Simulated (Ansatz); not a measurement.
A CCSD(T) single point on C2H4NSi (`C[SiH]C#N`) radical.

```yaml
crystal:
  periodic: [false, false, false]
  atoms:
    - {symbol: C, position_ang: [-0.643027, 0.918637, -0.357917]}
    - {symbol: Si, position_ang: [0.065082, -0.284541, 0.876527]}
    - {symbol: C, position_ang: [1.492298, -1.183551, 0.146478]}
    - {symbol: N, position_ang: [2.438949, -1.698541, -0.269068]}
    - {symbol: H, position_ang: [0.121526, 1.623692, -0.687981]}
    - {symbol: H, position_ang: [-1.464686, 1.480738, 0.089821]}
    - {symbol: H, position_ang: [-1.022669, 0.384143, -1.233230]}
    - {symbol: H, position_ang: [-0.895272, -1.297578, 1.379470]}
basis:
  gaussian: {orbitals: def2-SVP}
magnetization: {spin_polarized: true, initial_magnetization: 1}
correlation: {method: ccsd_t}
scf: {omitted_lower_state_checks: [cluster_reference]}
```

```sh
$ ansatz run in.yaml --threads 2 --pin off --events-out ev --progress --plain --max-ram 20480MiB --backend cpu
```

Output of Ansatz, abridged:

```
Functional definition: HF
809 factors; integrals over basis functions are off by at most 1.1e-3 eV
mean field evaluation 1: about -11458.1794 eV, gradient 2.4e1 eV
mean field evaluation 2: about -11458.1840 eV, gradient 2.4e1 eV
mean field evaluation 4: about -11461.9456 eV, gradient 3.8e0 eV
mean field evaluation 8: about -11462.1102 eV, gradient 2.6e-1 eV
mean field evaluation 16: about -11461.3436 eV, gradient 4.7e0 eV
mean field -11462.12186906 eV, -421.2252093826 hartree, gradient 3.0e-6 eV, S^2 0.811336; 3 other end points of the search recorded, 0 dependent functions left out
8 core orbitals not correlated: weight in the atoms' cores, before any rotation towards them, 1.000 or more for the frozen orbitals, at most 0.000 for the correlated occupied ones
reference -11462.12186906 eV, -421.2252093826 hartree; 11, 10 occupied and 61, 62 virtual orbitals, 809 factors
second order -13.44438642 eV of doubles, -0.00000000 eV of singles
cycle   1  -13.85832549 eV  change   -4.1e-1 eV  update   1.0e-1
cycle   2  -14.36747340 eV  change   -5.1e-1 eV  update   3.7e-2
cycle   3  -14.50503766 eV  change   -1.4e-1 eV  update   2.2e-2
cycle   4  -14.51475000 eV  change   -9.7e-3 eV  update   9.7e-3
cycle   5  -14.51633826 eV  change   -1.6e-3 eV  update   4.0e-3
cycle   6  -14.51560843 eV  change    7.3e-4 eV  update   1.7e-3
cycle   7  -14.51622223 eV  change   -6.1e-4 eV  update   5.1e-4
cycle   8  -14.51624200 eV  change   -2.0e-5 eV  update   2.0e-4
cycle   9  -14.51613179 eV  change    1.1e-4 eV  update   8.3e-5
cycle  10  -14.51614593 eV  change   -1.4e-5 eV  update   3.7e-5
cycle  11  -14.51616247 eV  change   -1.7e-5 eV  update   1.7e-5
perturbative correction -0.53695493 eV, -0.0197327299 hartree
Total energy: -11477.17498646 eV, -421.7784012437 hartree
Checks for a lower state left out: cluster_reference
```

It took 6.5 s on 2 threads of an AMD EPYC 7R13 on a shared host, with 0.48 GiB of host memory at the peak.

The correlation energy is -15.053 eV, 3.6 % of it from (T); the T1 diagnostic reads 0.0221.
